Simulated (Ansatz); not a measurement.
Consider the cleavage of the Sn–Si bond: `[Cl][SnH2][Si](Cl)(Cl)Cl` + H₂Se → `[Cl][SnH2][SeH]` + `Cl[SiH](Cl)Cl`.

Gas-phase electronic energies from Ansatz, PBE0-D4/def2-TZVP geometries. CBS: MP2 limit from def2 TZ/QZ plus the TZ coupled-cluster correction, frozen cores. This one scheme is used for every species. Functionals use def2-TZVPP. def2 core potentials past Kr. For Se, Sn outer-core shells are correlated without core-valence functions, which leaves a few kJ/mol of doubt a bond. Scalar relativity is left out up to krypton. One conformer a species, not always the lowest.

CCSD(T)/CBS gives -60.9 kJ/mol.

Q: Another level gave -60.2 kJ/mol. Which?
A. r2SCAN0-D4/def2-TZVPP
B. BLYP-D4/def2-TZVPP
C. BHLYP/def2-TZVPP
D. B97M-V/def2-TZVPP

A: A. r2SCAN0-D4 -60.2, BHLYP -69.3, BLYP-D4 -48.9, B97M-V -55.5 kJ/mol.

Largest T1 diagnostic among the species: 0.011.

The D4 term adds +10.2 kJ/mol with B3LYP and +6.1 kJ/mol with PBE0; it sums over pairs of atoms, weighted by their polarisabilities, and B3LYP, whose exchange is more repulsive, gets the larger term. In def2-TZVPP, CCSD(T) changes the Hartree–Fock value by +21.3 kJ/mol (the triples alone add +2.3 kJ/mol) and MP2 by +18.0 kJ/mol.

B3LYP here is the variant with VWN-RPA as its local correlation; programs differ in this.
